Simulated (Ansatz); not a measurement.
Relaxation of CH4AlNO (8 atoms, charge 0, multiplicity 1), to a largest force component of 0.02 eV/Å in at most 50 steps.

Theory: RKS PBE-D4/STO-3G in Ansatz 0.2.0.

```xyz
8
Properties=species:S:1:pos:R:3
N 0.305 1.235 -0.874
C 0.340 0.401 0.062
O 1.230 0.581 1.078
Al -0.739 -1.184 0.078
H -0.422 1.167 -1.689
H 1.873 1.403 1.114
H -1.851 -1.419 -1.083
H -0.645 -2.241 1.258
```

Question: Where does it end, and by what steps?

Answer: It converged. Limits of this set-up: minimal basis. After 8 steps the energy has fallen by 1.142 eV; H6 moved furthest, 0.30 Å.

| step | energy less start (eV) | largest force component (eV/Å) | accepted |
| --- | --- | --- | --- |
| 0 | 0.0000 | 5.525 | yes |
| 1 | -0.9108 | 1.723 | yes |
| 2 | -1.0923 | 0.782 | yes |
| 3 | -1.1070 | 1.031 | yes |
| 4 | -1.1241 | 0.430 | yes |
| 5 | -1.1311 | 0.363 | yes |
| 6 | -1.1411 | 0.123 | yes |
| 7 | -1.1416 | 0.060 | yes |
| 8 | -1.1421 | 0.012 | yes |

```xyz
8
Properties=species:S:1:pos:R:3
N 0.396 1.379 -0.830
C 0.316 0.360 0.045
O 1.226 0.492 1.130
Al -0.786 -1.229 0.108
H -0.337 1.163 -1.598
H 1.687 1.396 0.874
H -1.770 -1.398 -1.026
H -0.641 -2.219 1.240
```

Run time: 11 s on 1 thread of Intel(R) Xeon(R) 6975P-C (Granite Rapids) (shared host), peak memory 0.14 GiB.
